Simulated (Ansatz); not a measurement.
Relaxation of the cluster Li7Sn2 with UKS B3LYP-D4/def2-SVP.

```sh
$ ansatz run in.yaml --threads 4 --pin off --events-out ev --progress --plain --max-ram 8704MiB
```

```yaml
crystal:
  periodic: [false, false, false]
  atoms:
    - {symbol: Li, position_ang: [0.745740, -1.468560, 1.814300]}
    - {symbol: Li, position_ang: [1.756530, -1.934000, -0.537450]}
    - {symbol: Li, position_ang: [-2.511840, 0.844080, 0.642780]}
    - {symbol: Li, position_ang: [-2.079640, 1.939280, -1.505120]}
    - {symbol: Li, position_ang: [1.643630, 2.397730, -0.731910]}
    - {symbol: Li, position_ang: [1.079680, -3.786310, 1.099830]}
    - {symbol: Li, position_ang: [1.137750, 0.360440, 0.601770]}
    - {symbol: Sn, position_ang: [-1.003200, 1.989950, 2.496310]}
    - {symbol: Sn, position_ang: [-0.768660, -0.342610, -3.880510]}
basis:
  gaussian: {orbitals: def2-SVP}
magnetization: {spin_polarized: true, initial_magnetization: 1}
hamiltonian: {xc: {name: B3LYP}, dispersion: d4}
scf: {lower_state_search: "off"}
output: {orbitals: {seedname: orbitals}}
relax: {f_tol: 0.02, max_steps: 100}
```

Hardware: 4 threads of Arm Neoverse N1 on a shared host. Wall time 3.8 min, peak host memory 0.55 GiB.

Positions (Å) and forces (eV/Å) at steps 1, 2, 3, 4, 5, 6, 7, 8, 9, 10, 11, 12, 13, 14, 15, 16, 17, 18, 19, 20, 21, 22, 23, 24, 25, 26, 27, 28 of 28:

```xyz
9
step=1 energy=-13096.4038 eV
Li    0.746   -1.469    1.814   -0.768    0.342    1.288
Li    1.757   -1.934   -0.537    0.234    0.188   -1.088
Li   -2.512    0.844    0.643   -0.029   -0.676    0.477
Li   -2.080    1.939   -1.505    0.532    0.093   -0.698
Li    1.644    2.398   -0.732   -0.223    0.221   -0.236
Li    1.080   -3.786    1.100    0.016   -1.029    0.076
Li    1.138    0.360    0.602   -0.608    0.849    0.056
Sn   -1.003    1.990    2.496    0.774   -0.365   -0.686
Sn   -0.769   -0.343   -3.881    0.073    0.377    0.811
9
step=2 energy=-13097.4608 eV
Li    0.637   -1.420    1.963   -0.598    0.186    0.831
Li    1.772   -1.903   -0.663    0.006    0.115   -0.705
Li   -2.502    0.744    0.674   -0.016   -0.585    0.276
Li   -2.010    1.960   -1.547    0.516   -0.025   -0.450
Li    1.597    2.440   -0.774   -0.232    0.232   -0.218
Li    1.081   -3.901    1.112    0.062   -0.524    0.022
Li    1.030    0.453    0.625   -0.593    0.510    0.061
Sn   -0.865    1.928    2.381    0.733   -0.292   -0.666
Sn   -0.740   -0.302   -3.771    0.121    0.383    0.848
9
step=3 energy=-13098.2528 eV
Li    0.536   -1.393    2.075   -0.499    0.119    0.901
Li    1.747   -1.884   -0.761   -0.041    0.065   -0.730
Li   -2.499    0.642    0.696    0.009   -0.449    0.188
Li   -1.916    1.945   -1.588    0.485   -0.061   -0.235
Li    1.547    2.482   -0.812   -0.271    0.195   -0.145
Li    1.098   -3.955    1.112    0.133   -0.444   -0.103
Li    0.919    0.516    0.630   -0.355    0.079   -0.192
Sn   -0.727    1.882    2.252    0.348    0.157   -0.545
Sn   -0.704   -0.233   -3.604    0.192    0.340    0.861
9
step=4 energy=-13098.8012 eV
Li    0.460   -1.386    2.223   -0.277    0.209    0.160
Li    1.723   -1.886   -0.890   -0.315    0.143   -0.202
Li   -2.497    0.559    0.724    0.092   -0.344    0.161
Li   -1.820    1.935   -1.606    0.421   -0.047   -0.063
Li    1.482    2.511   -0.831   -0.309    0.138   -0.074
Li    1.130   -4.014    1.082    0.079   -0.090   -0.038
Li    0.835    0.513    0.603   -0.181   -0.269   -0.369
Sn   -0.662    1.940    2.122    0.198   -0.007   -0.464
Sn   -0.651   -0.172   -3.427    0.293    0.268    0.890
9
step=5 energy=-13099.2133 eV
Li    0.409   -1.357    2.246   -0.226    0.214    0.107
Li    1.665   -1.885   -0.942   -0.336    0.127   -0.253
Li   -2.479    0.497    0.746    0.074   -0.303    0.113
Li   -1.753    1.931   -1.594    0.331    0.040    0.043
Li    1.427    2.540   -0.847   -0.318    0.102   -0.050
Li    1.142   -4.019    1.078    0.065   -0.033   -0.026
Li    0.797    0.484    0.528   -0.120   -0.364   -0.447
Sn   -0.631    1.939    2.035    0.122    0.039   -0.437
Sn   -0.578   -0.131   -3.250    0.408    0.178    0.950
9
step=6 energy=-13099.6577 eV
Li    0.371   -1.329    2.260   -0.178    0.156    0.064
Li    1.610   -1.888   -0.995   -0.357    0.132   -0.304
Li   -2.466    0.444    0.763    0.044   -0.288    0.073
Li   -1.705    1.939   -1.577    0.148    0.127    0.027
Li    1.377    2.562   -0.858   -0.269    0.054   -0.037
Li    1.151   -4.018    1.073    0.059    0.015    0.018
Li    0.769    0.448    0.452   -0.012   -0.450   -0.465
Sn   -0.611    1.943    1.955    0.074    0.047   -0.543
Sn   -0.498   -0.102   -3.075    0.492    0.207    1.166
9
step=7 energy=-13100.0638 eV
Li    0.346   -1.310    2.268   -0.139    0.140    0.044
Li    1.564   -1.892   -1.041   -0.349    0.109   -0.301
Li   -2.458    0.401    0.773    0.041   -0.263    0.043
Li   -1.684    1.956   -1.566    0.040    0.203    0.064
Li    1.339    2.572   -0.866   -0.244    0.040   -0.031
Li    1.160   -4.014    1.072    0.050    0.044    0.034
Li    0.757    0.409    0.388    0.036   -0.486   -0.440
Sn   -0.600    1.947    1.875    0.040    0.031   -0.588
Sn   -0.424   -0.071   -2.903    0.524    0.183    1.176
9
step=8 energy=-13100.4692 eV
Li    0.326   -1.292    2.275   -0.125    0.180    0.018
Li    1.520   -1.899   -1.086   -0.324    0.081   -0.253
Li   -2.452    0.361    0.778    0.041   -0.253    0.027
Li   -1.674    1.981   -1.552   -0.073    0.257    0.083
Li    1.304    2.579   -0.872   -0.222    0.017    0.028
Li    1.169   -4.008    1.072    0.043    0.062    0.042
Li    0.751    0.368    0.327    0.091   -0.511   -0.399
Sn   -0.593    1.950    1.790    0.060   -0.018   -0.653
Sn   -0.349   -0.040   -2.730    0.508    0.184    1.105
9
step=9 energy=-13100.8601 eV
Li    0.307   -1.268    2.282   -0.119    0.204    0.004
Li    1.475   -1.906   -1.129   -0.237   -0.014   -0.167
Li   -2.445    0.320    0.778   -0.058   -0.479    0.308
Li   -1.693    2.025   -1.536   -0.863    0.588   -0.856
Li    1.265    2.576   -0.861    0.273    0.104    0.190
Li    1.175   -3.991    1.078    0.038    0.075    0.046
Li    0.769    0.302    0.266    0.385   -0.640   -0.101
Sn   -0.581    1.944    1.676    0.212   -0.044   -0.271
Sn   -0.272   -0.002   -2.554    0.370    0.206    0.848
9
step=10 energy=-13101.1684 eV
Li    0.284   -1.243    2.295   -0.119    0.214    0.003
Li    1.432   -1.923   -1.170   -0.169   -0.113   -0.109
Li   -2.431    0.261    0.805    0.120   -0.143   -0.124
Li   -1.819    2.114   -1.646    0.178   -0.040    0.252
Li    1.268    2.571   -0.825   -0.333   -0.051    0.061
Li    1.182   -3.969    1.089    0.039    0.085    0.041
Li    0.836    0.219    0.235    0.191   -0.371   -0.071
Sn   -0.549    1.919    1.594    0.033   -0.056   -0.685
Sn   -0.203    0.050   -2.376    0.059    0.475    0.632
9
step=11 energy=-13101.4494 eV
Li    0.251   -1.202    2.326   -0.101    0.202   -0.006
Li    1.375   -1.949   -1.219   -0.147   -0.190   -0.115
Li   -2.397    0.185    0.774    0.133   -0.114   -0.160
Li   -1.860    2.171   -1.637    0.075   -0.072    0.225
Li    1.223    2.557   -0.798   -0.070    0.137    0.029
Li    1.187   -3.934    1.116    0.037    0.106    0.039
Li    0.915    0.134    0.205    0.350   -0.376    0.279
Sn   -0.527    1.893    1.446   -0.094   -0.057   -0.476
Sn   -0.168    0.146   -2.212   -0.183    0.364    0.185
9
step=12 energy=-13101.7803 eV
Li    0.203   -1.137    2.360   -0.127    0.269   -0.022
Li    1.273   -2.000   -1.280   -0.223   -0.124   -0.183
Li   -2.348    0.064    0.687    0.127   -0.115   -0.203
Li   -1.905    2.238   -1.574    0.207   -0.033    0.307
Li    1.232    2.552   -0.763   -0.248    0.045   -0.071
Li    1.200   -3.858    1.166    0.045    0.123    0.038
Li    1.090    0.049    0.226    0.298   -0.256    0.286
Sn   -0.545    1.844    1.275   -0.041   -0.151   -0.372
Sn   -0.200    0.248   -2.098   -0.038    0.241    0.219
9
step=13 energy=-13102.0804 eV
Li    0.143   -1.062    2.390   -0.123    0.300   -0.031
Li    1.161   -2.036   -1.349   -0.267   -0.052   -0.195
Li   -2.312   -0.030    0.601    0.118   -0.141   -0.241
Li   -1.912    2.281   -1.504    0.166    0.024    0.285
Li    1.194    2.541   -0.756   -0.144    0.109   -0.166
Li    1.213   -3.769    1.204    0.051    0.143    0.030
Li    1.265   -0.029    0.259    0.167   -0.191    0.214
Sn   -0.545    1.772    1.149   -0.041   -0.213   -0.112
Sn   -0.207    0.332   -1.994    0.073    0.022    0.216
9
step=14 energy=-13102.2787 eV
Li    0.090   -0.969    2.424    0.091    0.275    0.640
Li    1.010   -2.067   -1.414   -0.252   -0.007   -0.147
Li   -2.244   -0.148    0.461   -0.275   -0.233   -0.410
Li   -1.895    2.333   -1.425   -0.086    0.239    0.020
Li    1.155    2.546   -0.767    0.107    0.181   -0.140
Li    1.231   -3.667    1.245    0.212   -0.226   -0.154
Li    1.410   -0.096    0.289    0.084   -0.167    0.056
Sn   -0.541    1.680    1.084   -0.036    0.112    0.129
Sn   -0.216    0.387   -1.896    0.155   -0.176    0.007
9
step=15 energy=-13102.4485 eV
Li    0.122   -0.890    2.577   -0.142    0.273   -0.117
Li    0.857   -2.092   -1.471   -0.191   -0.002   -0.088
Li   -2.217   -0.259    0.302    0.224   -0.272   -0.101
Li   -1.876    2.407   -1.394    0.009    0.124    0.077
Li    1.149    2.566   -0.783    0.035    0.131   -0.096
Li    1.280   -3.619    1.244    0.023    0.205    0.013
Li    1.451   -0.165    0.324   -0.081   -0.203    0.075
Sn   -0.564    1.635    1.056    0.040   -0.108    0.332
Sn   -0.201    0.416   -1.856    0.082   -0.148   -0.095
9
step=16 energy=-13102.6099 eV
Li    0.094   -0.814    2.642   -0.128    0.229   -0.116
Li    0.740   -2.119   -1.517   -0.151   -0.003   -0.046
Li   -2.098   -0.382    0.211    0.265   -0.440    0.036
Li   -1.851    2.445   -1.346   -0.218    0.305   -0.133
Li    1.141    2.586   -0.793    0.178    0.047    0.007
Li    1.294   -3.549    1.258   -0.004    0.196    0.004
Li    1.425   -0.213    0.329   -0.095   -0.196    0.040
Sn   -0.565    1.622    1.109    0.109   -0.132    0.152
Sn   -0.180    0.423   -1.893    0.044   -0.008    0.055
9
step=17 energy=-13102.7157 eV
Li    0.062   -0.742    2.683   -0.066    0.164   -0.030
Li    0.650   -2.130   -1.557   -0.094   -0.011   -0.054
Li   -1.983   -0.537    0.173    0.202   -0.070   -0.109
Li   -1.871    2.517   -1.353    0.260   -0.178    0.243
Li    1.172    2.597   -0.791   -0.205   -0.040   -0.001
Li    1.296   -3.487    1.265   -0.039    0.190   -0.011
Li    1.406   -0.262    0.334   -0.040   -0.177    0.019
Sn   -0.556    1.599    1.131    0.003   -0.003   -0.131
Sn   -0.176    0.446   -1.886   -0.021    0.124    0.075
9
step=18 energy=-13102.7850 eV
Li    0.049   -0.636    2.754   -0.091    0.110   -0.082
Li    0.574   -2.144   -1.628   -0.063    0.028   -0.029
Li   -1.863   -0.673    0.103    0.332    0.024   -0.024
Li   -1.854    2.526   -1.291    0.202   -0.208    0.231
Li    1.150    2.608   -0.790   -0.144   -0.033    0.024
Li    1.246   -3.416    1.268   -0.066    0.171   -0.018
Li    1.412   -0.318    0.338   -0.129   -0.133   -0.005
Sn   -0.556    1.581    1.127   -0.003   -0.015   -0.172
Sn   -0.157    0.471   -1.882   -0.037    0.055    0.075
9
step=19 energy=-13102.8853 eV
Li    0.018   -0.535    2.812   -0.070    0.057   -0.085
Li    0.516   -2.152   -1.699    0.085   -0.101   -0.482
Li   -1.708   -0.781    0.059    0.100    0.138    0.211
Li   -1.843    2.497   -1.216    0.110   -0.151    0.163
Li    1.131    2.617   -0.786   -0.064   -0.005    0.024
Li    1.185   -3.346    1.261   -0.049    0.049    0.206
Li    1.385   -0.371    0.337   -0.079    0.002    0.082
Sn   -0.547    1.580    1.117    0.001   -0.042   -0.154
Sn   -0.137    0.491   -1.883   -0.033    0.054    0.037
9
step=20 energy=-13102.9735 eV
Li   -0.010   -0.401    2.894   -0.038   -0.008   -0.096
Li    0.529   -2.174   -1.889   -0.010    0.129    0.071
Li   -1.537   -0.880    0.065    0.190   -0.024    0.123
Li   -1.839    2.438   -1.114   -0.044   -0.051    0.013
Li    1.109    2.628   -0.783    0.042    0.046    0.000
Li    1.059   -3.263    1.273   -0.126    0.094   -0.034
Li    1.338   -0.432    0.338   -0.048   -0.036   -0.013
Sn   -0.532    1.581    1.094    0.033   -0.097   -0.033
Sn   -0.118    0.503   -1.878    0.001   -0.053   -0.033
9
step=21 energy=-13103.0355 eV
Li   -0.018   -0.322    2.933   -0.023   -0.059   -0.084
Li    0.563   -2.145   -1.985   -0.025    0.120    0.103
Li   -1.383   -0.957    0.107    0.093   -0.054    0.108
Li   -1.877    2.358   -1.056   -0.472   -0.024   -0.093
Li    1.095    2.661   -0.800    0.462    0.553   -0.134
Li    0.876   -3.206    1.266   -0.103    0.037   -0.028
Li    1.339   -0.470    0.339    0.056   -0.351    0.120
Sn   -0.496    1.563    1.068    0.013   -0.077    0.109
Sn   -0.098    0.518   -1.872   -0.003   -0.143   -0.100
9
step=22 energy=-13103.0620 eV
Li   -0.042   -0.270    2.935   -0.013   -0.089   -0.043
Li    0.583   -2.099   -2.043   -0.039    0.088    0.105
Li   -1.256   -1.012    0.156    0.005   -0.016    0.046
Li   -2.008    2.229   -1.010    0.011   -0.006   -0.038
Li    1.126    2.796   -0.855   -0.065   -0.076    0.029
Li    0.685   -3.196    1.267   -0.061   -0.023   -0.014
Li    1.363   -0.561    0.366    0.077    0.147   -0.053
Sn   -0.407    1.554    1.014    0.031    0.097    0.178
Sn   -0.046    0.560   -1.831    0.054   -0.122   -0.211
9
step=23 energy=-13103.0485 eV rejected
Li   -0.042   -0.399    2.863   -0.020   -0.008   -0.004
Li    0.557   -2.113   -1.907   -0.027    0.041    0.028
Li   -1.417   -0.902    0.146    0.186   -0.056    0.044
Li   -2.017    2.263   -1.081    0.165   -0.055    0.069
Li    1.153    2.803   -0.861   -0.157   -0.149    0.045
Li    0.825   -3.265    1.266   -0.104    0.072   -0.037
Li    1.396   -0.510    0.367   -0.045    0.076   -0.050
Sn   -0.407    1.578    1.043   -0.022    0.088    0.022
Sn   -0.046    0.545   -1.837    0.024   -0.008   -0.115
9
step=24 energy=-13103.0962 eV
Li   -0.052   -0.351    2.889   -0.051    0.164    0.433
Li    0.574   -2.097   -1.979   -0.023    0.027    0.053
Li   -1.237   -0.992    0.187   -0.065   -0.032   -0.176
Li   -2.001    2.204   -1.025    0.034   -0.005   -0.010
Li    1.112    2.777   -0.855   -0.062   -0.049    0.015
Li    0.637   -3.180    1.250    0.022   -0.201   -0.110
Li    1.417   -0.481    0.355    0.097    0.078   -0.181
Sn   -0.407    1.576    1.046    0.023    0.046   -0.020
Sn   -0.042    0.543   -1.867    0.026   -0.028   -0.003
9
step=25 energy=-13103.1015 eV
Li   -0.059   -0.343    2.933   -0.004   -0.030   -0.089
Li    0.566   -2.105   -1.955    0.005   -0.032   -0.087
Li   -1.241   -0.981    0.175    0.001    0.033    0.065
Li   -1.986    2.197   -1.032    0.029    0.001   -0.004
Li    1.100    2.760   -0.851   -0.054   -0.030    0.005
Li    0.636   -3.197    1.214   -0.016   -0.015    0.056
Li    1.438   -0.447    0.339   -0.010    0.079    0.028
Sn   -0.414    1.585    1.068    0.038   -0.040   -0.066
Sn   -0.040    0.532   -1.890    0.011    0.034    0.091
9
step=26 energy=-13103.1044 eV
Li   -0.060   -0.345    2.927   -0.003   -0.030   -0.079
Li    0.566   -2.106   -1.965   -0.013    0.011    0.030
Li   -1.239   -0.984    0.182    0.025    0.011    0.026
Li   -1.982    2.202   -1.034    0.018    0.000   -0.006
Li    1.092    2.765   -0.853   -0.039   -0.021    0.003
Li    0.632   -3.199    1.219   -0.016    0.004    0.008
Li    1.441   -0.445    0.342   -0.015    0.044   -0.004
Sn   -0.411    1.581    1.061    0.028   -0.024   -0.021
Sn   -0.038    0.532   -1.879    0.015    0.004    0.042
9
step=27 energy=-13103.1080 eV
Li   -0.067   -0.370    2.903   -0.003   -0.003   -0.033
Li    0.556   -2.108   -1.947   -0.006    0.001   -0.008
Li   -1.231   -0.983    0.199    0.010    0.004    0.009
Li   -1.969    2.207   -1.044   -0.006   -0.001    0.001
Li    1.066    2.776   -0.860    0.002    0.010   -0.006
Li    0.616   -3.210    1.219   -0.004    0.006    0.014
Li    1.463   -0.418    0.340   -0.004    0.001    0.009
Sn   -0.402    1.577    1.051   -0.005    0.004    0.070
Sn   -0.031    0.529   -1.860    0.014   -0.023   -0.055
9
step=28 energy=-13103.1089 eV
Li   -0.070   -0.374    2.900   -0.003    0.004    0.003
Li    0.553   -2.110   -1.949   -0.007    0.004    0.014
Li   -1.224   -0.979    0.200    0.002   -0.001   -0.012
Li   -1.965    2.200   -1.042   -0.006   -0.002    0.003
Li    1.058    2.778   -0.861    0.004    0.009   -0.005
Li    0.607   -3.208    1.221    0.002   -0.004    0.000
Li    1.466   -0.411    0.338    0.003   -0.008   -0.005
Sn   -0.399    1.580    1.061   -0.002    0.001    0.019
Sn   -0.026    0.526   -1.868    0.007   -0.004   -0.016
```

In the def2 sets Sn takes a core potential; there is no spin–orbit coupling. The structure comes from a short search, and lower isomers may exist.
